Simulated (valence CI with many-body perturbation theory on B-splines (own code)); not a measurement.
Forbidden lines of Rb³²⁺

Computed by relativistic CI+MBPT: three valence electrons over a frozen Dirac-Fock core [He], radial functions for each j: 11 s, 11 p, 10 d, 8 f, 5 g, 2 h, with the one-electron correlation potential Σ1 (screened to all orders), the two-electron term Σ2, the three-electron term Σ3, Breit, model QED; selected single and double excitations, second order for the rest, scaled by the run's own slope (own B-spline code, finite nucleus).

No measured spectrum was set against this ion. As an estimate, large intervals hold to a few tenths of a per cent, small ones and those within an open d or f shell to about a per cent.

Lines 1 to 23 of 23 in falling wavelength, among levels below 3257.8 eV, chosen from the decays that carry over 1 % of a level's rate. Wavelengths and rates use the calculated energies. Electric multipoles are in the length gauge, E1 and E2 with the static RPA response of the core. Weak lines are less certain than strong ones. Lines between different terms over intervals too small for the method are left out, as are lines whose strength nearly cancels.

Levels are named by their leading jj configuration (3d3/2^4 stands for four electrons in 3d with j = 3/2), which in mixed levels can hold well under half, so a name can repeat and another be missing. Letters in brackets count levels of one name in rising energy.

| λ vac (Å) | Upper | Lower | Type | A (s⁻¹) | Branch % |
| --- | --- | --- | --- | --- | --- |
| 180.2 | (2s^2 2p3/2) J=3/2 | (2s^2 2p1/2) J=1/2 | M1 | 1.53e+06 | 100.0 |
| 5.652 | (2s 2p3/2 3p3/2) J=7/2 | (2s 2p3/2^2) J=5/2 | E2 | 7.32e+09 | 15.5 |
| 5.641 | (2s^2 3p1/2) J=1/2 | (2s^2 2p3/2) J=3/2 | E2 | 3.99e+10 | 5.4 |
| 5.608 | (2s 2p1/2 3p3/2) J=5/2 | (2s 2p1/2 2p3/2) J=5/2 | E2 | 1.20e+10 | 1.1 |
| 5.593 | (2s^2 3p3/2) J=3/2 | (2s^2 2p3/2) J=3/2 | E2 | 1.90e+10 | 1.6 |
| 5.574 | (2s 2p3/2 3d5/2) J=9/2 | (2s 2p3/2^2) J=5/2 | M2 | 2.90e+08 | 21.0 |
| 5.476 | (2s 2p3/2 3p3/2) J=7/2 | (2s 2p1/2 2p3/2) J=5/2 | E2 | 1.66e+10 | 35.1 |
| 5.451 | (2s 2p1/2 3p3/2) J=5/2 | (2s 2p1/2^2) J=1/2 | E2 | 2.19e+10 | 2.1 |
| 5.431 | (2s 2p3/2 3p3/2) J=7/2 | (2s 2p1/2 2p3/2) J=3/2 [a] | E2 | 1.63e+10 | 34.5 |
| 5.424 | (2s^2 3p3/2) J=3/2 | (2s^2 2p1/2) J=1/2 | E2 | 2.04e+10 | 1.7 |
| 5.408 | (2p1/2 2p3/2 3d3/2) J=7/2 | (2s 2p3/2^2) J=3/2 | E2 | 4.51e+09 | 2.8 |
| 5.403 | (2s 2p3/2 3d5/2) J=9/2 | (2s 2p1/2 2p3/2) J=5/2 | E3 | 1.76e+07 | 1.3 |
| 5.360 | (2s 2p3/2 3d5/2) J=9/2 | (2s 2p1/2 2p3/2) J=3/2 [a] | E3 | 2.13e+07 | 1.5 |
| 5.298 | (2p1/2 2p3/2 3d3/2) J=7/2 | (2s 2p3/2^2) J=5/2 | E2 | 4.53e+09 | 2.9 |
| 5.286 | (2p1/2 2p3/2 3d5/2) J=9/2 | (2s 2p3/2^2) J=5/2 | E2 | 2.29e+09 | 1.7 |
| 5.246 | (2p3/2^2 3d5/2) J=7/2 | (2s 2p3/2^2) J=3/2 | E2 | 2.87e+10 | 1.2 |
| 5.219 | (2p1/2 2p3/2 3d3/2) J=7/2 | (2s 2p1/2 2p3/2) J=3/2 [b] | E2 | 2.02e+10 | 12.8 |
| 5.144 | (2p1/2 2p3/2 3d3/2) J=7/2 | (2s 2p1/2 2p3/2) J=5/2 | E2 | 6.99e+10 | 44.2 |
| 5.143 | (2p3/2^2 3d5/2) J=7/2 | (2s 2p3/2^2) J=5/2 | E2 | 6.21e+10 | 2.5 |
| 5.139 | (2p3/2^2 3d5/2) J=9/2 | (2s 2p3/2^2) J=5/2 | E2 | 1.01e+11 | 65.6 |
| 5.132 | (2p1/2 2p3/2 3d5/2) J=9/2 | (2s 2p1/2 2p3/2) J=5/2 | E2 | 1.02e+11 | 76.6 |
| 5.115 | (2p1/2 2p3/2 3d5/2) J=7/2 [a] | (2s 2p1/2 2p3/2) J=3/2 [a] | E2 | 1.01e+11 | 3.6 |
| 4.993 | (2p3/2^2 3d5/2) J=9/2 | (2s 2p1/2 2p3/2) J=5/2 | E2 | 3.22e+09 | 2.1 |
